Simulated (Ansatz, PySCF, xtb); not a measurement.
Pair of molecules: HCl (SMILES Cl) (first 2 atoms) with GeH4 (SMILES [GeH4]); geometry from B3LYP-D3(BJ)/def2-TZVP.
(charge 0, multiplicity 1):
```xyz
7

Cl    -0.8399     0.8249    -0.4813
H     -1.0773     0.2103     0.6224
Ge     0.2133    -0.0796     3.3787
H      0.1856     1.4439     3.5504
H     -0.9933    -0.5034     2.5156
H      0.0983    -0.7720     4.7428
H      1.5025    -0.5109     2.6693
```

Counterpoise-corrected where a basis set is named; no monomer relaxation. Rows marked so take none.

Rows in 3-21G carry no dispersion term and start afresh at each structure; the Pople sets are all-electron and without relativity.

Codes used: Ansatz (Gaussian orbitals); PySCF for 3-21G rows; xtb for the GFN methods. Each number belongs to the level named beside it.

Problem. One of these levels gives -3.42 kcal/mol for the interaction energy. Which one is it?
A. HF/3-21G (no counterpoise)
B. GFN1-xTB
C. HF/def2-SVPD
D. PBE/def2-TZVPPD

Solution. B, GFN1-xTB. The others give -0.05 (HF/3-21G (no counterpoise)), 0.87 (HF/def2-SVPD), -0.80 (PBE/def2-TZVPPD)

Ansatz is a program for electronic structure.
